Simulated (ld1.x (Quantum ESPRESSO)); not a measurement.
**Reading a pseudo-wave (lanthanum)**

Columns: radius, all-electron u(r) and pseudo u(r) of the 6s shell (level -3.48 eV) of lanthanum in the configuration [Kr] 4d10 5s2 4f0 5p6 5d1 6s2 6p0; PBE, non-relativistic, TM scheme, ld1.x (Quantum ESPRESSO) 7.5.

```
r (bohr)  all-electron   pseudo
   0.208        0.1049  -0.0104
   0.415       -0.0963  -0.0214
   0.622       -0.1321  -0.0336
   0.830        0.0397  -0.0479
   1.038        0.1930  -0.0651
   1.245        0.2524  -0.0858
   1.453        0.2275  -0.1111
   1.660        0.1480  -0.1417
   1.868        0.0416  -0.1782
   2.075       -0.0704  -0.2203
   2.282       -0.1761  -0.2673
   2.490       -0.2694  -0.3177
   2.698       -0.3473  -0.3685
   2.905       -0.4094  -0.4162
   3.113       -0.4572  -0.4582
   3.320       -0.4920  -0.4915
   3.528       -0.5157  -0.5153
   3.735       -0.5296  -0.5295
   3.943       -0.5352  -0.5352
   4.150       -0.5336  -0.5336
   4.358       -0.5261  -0.5261
   4.565       -0.5138  -0.5138
   4.773       -0.4975  -0.4975
   4.980       -0.4783  -0.4783
   5.188       -0.4568  -0.4568
   5.395       -0.4339  -0.4339
```

How many radial nodes do the two functions have?

The all-electron 6s function has n − l − 1 = 5 (the table is too coarse to show those close to the nucleus); the pseudo-wave has 0, since the states of the same l below it are removed with the core.

At about which radius was the pseudo-wave matched?

4.15 bohr. The columns agree to 0.0005 from 3.53 bohr on; several derivatives are matched, so the curves merge somewhat inside the radius.

Is the pseudo-wave norm-conserving?

Yes: the TM scheme keeps the norm inside the radius equal to the all-electron one, which fixes the energy derivative of the logarithmic derivative at the level.
